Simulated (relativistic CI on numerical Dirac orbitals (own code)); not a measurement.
Line list: Electric-dipole lines, Cr¹³⁺

Computed by Dirac-Coulomb-Breit CI, separate exchange-only KLI orbitals for each configuration, model QED (radiative potential, 1s self-energy scaled to tabulated hydrogen-like ionisation energies), unscaled Slater integrals (own radial code, finite nucleus).

CI space (outside the closed core [Ne]): 3s, 3p, 3d, 4s, 4p, 4d, 4f, 5s, 5p, 5d, 5f, 5g, 6s, 6p, 6d. Levels of other configurations are missing.

| λ vac (nm) | Lower | Upper | A (s⁻¹) | log gf | S velocity/length |
| --- | --- | --- | --- | --- | --- |
| 5.1297 | 3p ²P°3/2 [3] | 5d ²D5/2 [17] | 1.43e+11 | -0.47 | 0.97 |
| 6.0912 | 3d ²D3/2 [4] | 5f ²F°5/2 [18] | 2.11e+11 | -0.15 | 0.98 |
| 6.0966 | 3d ²D5/2 [5] | 5f ²F°7/2 [19] | 2.25e+11 | 0.00 | 0.98 |
| 6.3440 | 3s ²S1/2 [1] | 4p ²P°3/2 [8] | 1.03e+11 | -0.60 | 1.05 |
| 6.8765 | 3p ²P°1/2 [2] | 4d ²D3/2 [9] | 1.87e+11 | -0.28 | 1.01 |
| 6.9384 | 3p ²P°3/2 [3] | 4d ²D5/2 [10] | 2.28e+11 | -0.01 | 1.01 |
| 8.2073 | 3p ²P°3/2 [3] | 4s ²S1/2 [6] | 1.34e+11 | -0.57 | 1.03 |
| 8.6438 | 3d ²D3/2 [4] | 4f ²F°5/2 [11] | 5.48e+11 | 0.57 | 1.00 |
| 8.6536 | 3d ²D5/2 [5] | 4f ²F°7/2 [12] | 5.87e+11 | 0.72 | 1.00 |
| 8.6558 | 3d ²D5/2 [5] | 4f ²F°5/2 [11] | 3.91e+10 | -0.58 | 1.00 |
| 10.143 | 3d ²D5/2 [5] | 4p ²P°3/2 [8] | 4.12e+10 | -0.59 | 1.08 |
| 14.874 | 4s ²S1/2 [6] | 5p ²P°3/2 [15] | 2.02e+10 | -0.57 | 1.01 |
| 15.748 | 4p ²P°1/2 [7] | 5d ²D3/2 [16] | 3.04e+10 | -0.34 | 1.00 |
| 15.870 | 4p ²P°3/2 [8] | 5d ²D5/2 [17] | 3.75e+10 | -0.07 | 1.00 |
| 18.759 | 4d ²D3/2 [9] | 5f ²F°5/2 [18] | 9.02e+10 | 0.46 | 1.01 |
| 18.780 | 4d ²D5/2 [10] | 5f ²F°7/2 [19] | 9.67e+10 | 0.61 | 1.01 |
| 19.160 | 4p ²P°3/2 [8] | 5s ²S1/2 [13] | 4.29e+10 | -0.33 | 0.99 |
| 20.542 | 4f ²F°5/2 [11] | 5g ²G7/2 [20] | 1.59e+11 | 0.90 | 1.00 |
| 20.551 | 4f ²F°7/2 [12] | 5g ²G9/2 [21] | 1.64e+11 | 1.02 | 1.00 |
| 22.247 | 4d ²D5/2 [10] | 5p ²P°3/2 [15] | 1.98e+10 | -0.23 | 1.00 |
| 22.339 | 4d ²D3/2 [9] | 5p ²P°1/2 [14] | 2.26e+10 | -0.47 | 1.00 |
| 28.935 | 3p ²P°1/2 [2] | 3d ²D3/2 [4] | 1.31e+10 | -0.18 | 1.03 |
| 29.988 | 3p ²P°3/2 [3] | 3d ²D5/2 [5] | 1.42e+10 | 0.06 | 1.03 |
| 30.070 | 5p ²P°3/2 [15] | 6d ²D5/2 [26] | 9.71e+09 | -0.10 | 1.00 |
| 36.780 | 5p ²P°3/2 [15] | 6s ²S1/2 [22] | 1.66e+10 | -0.17 | 0.99 |
| 38.917 | 3s ²S1/2 [1] | 3p ²P°3/2 [3] | 6.42e+09 | -0.23 | 0.98 |
| 41.115 | 3s ²S1/2 [1] | 3p ²P°1/2 [2] | 5.41e+09 | -0.56 | 0.97 |
| 41.486 | 5d ²D5/2 [17] | 6p ²P°3/2 [24] | 9.15e+09 | -0.02 | 1.00 |
| 41.671 | 5d ²D3/2 [16] | 6p ²P°1/2 [23] | 1.04e+10 | -0.27 | 1.00 |
| 79.069 | 4p ²P°1/2 [7] | 4d ²D3/2 [9] | 2.75e+09 | 0.01 | 0.99 |
| 82.021 | 4p ²P°3/2 [8] | 4d ²D5/2 [10] | 2.97e+09 | 0.25 | 0.99 |
| 99.114 | 4s ²S1/2 [6] | 4p ²P°3/2 [8] | 1.43e+09 | -0.07 | 0.99 |
| 104.61 | 4s ²S1/2 [6] | 4p ²P°1/2 [7] | 1.21e+09 | -0.40 | 0.98 |
| 164.21 | 5p ²P°1/2 [14] | 5d ²D3/2 [16] | 8.49e+08 | 0.14 | 1.00 |
| 170.36 | 5p ²P°3/2 [15] | 5d ²D5/2 [17] | 9.15e+08 | 0.38 | 0.99 |
| 201.99 | 5s ²S1/2 [13] | 5p ²P°3/2 [15] | 4.47e+08 | 0.04 | 0.99 |
| 207.19 | 4d ²D3/2 [9] | 4f ²F°5/2 [11] | 1.21e+08 | -0.33 | 0.83 |
| 209.21 | 4d ²D5/2 [10] | 4f ²F°7/2 [12] | 1.26e+08 | -0.18 | 0.82 |
| 213.19 | 5s ²S1/2 [13] | 5p ²P°1/2 [14] | 3.80e+08 | -0.29 | 0.99 |
| 293.71 | 6p ²P°1/2 [23] | 6d ²D3/2 [25] | 3.28e+08 | 0.23 | 1.00 |
| 304.72 | 6p ²P°3/2 [24] | 6d ²D5/2 [26] | 3.53e+08 | 0.47 | 1.00 |
| 359.00 | 6s ²S1/2 [22] | 6p ²P°3/2 [24] | 1.73e+08 | 0.13 | 0.99 |
| 378.98 | 6s ²S1/2 [22] | 6p ²P°1/2 [23] | 1.47e+08 | -0.20 | 0.99 |
| 407.72 | 5d ²D3/2 [16] | 5f ²F°5/2 [18] | 5.63e+07 | -0.07 | 0.94 |
| 412.08 | 5d ²D5/2 [17] | 5f ²F°7/2 [19] | 5.85e+07 | 0.08 | 0.94 |

Terms are leading LS components. Brackets give the number of a level in order of energy, since labels repeat. The list gives strong lines, with weight on those to low levels. Levels whose partners in the same complex of configurations lie outside the list can be far off, and so can their lines. Rates are taken at the computed energies, electric ones in the length gauge. A velocity-to-length ratio far from 1 marks an uncertain rate.

At this charge energies of transitions that change n are usually good to better than 1 %, and those within a shell (Δn = 0) to a few per cent.

Task: From the table, what is the radiative lifetime of 5d ²D5/2?

Result: The listed rates from this level add up to about 1.81e+11 s⁻¹, 98 % of its decay; with all channels τ = 5.40e-12 s.
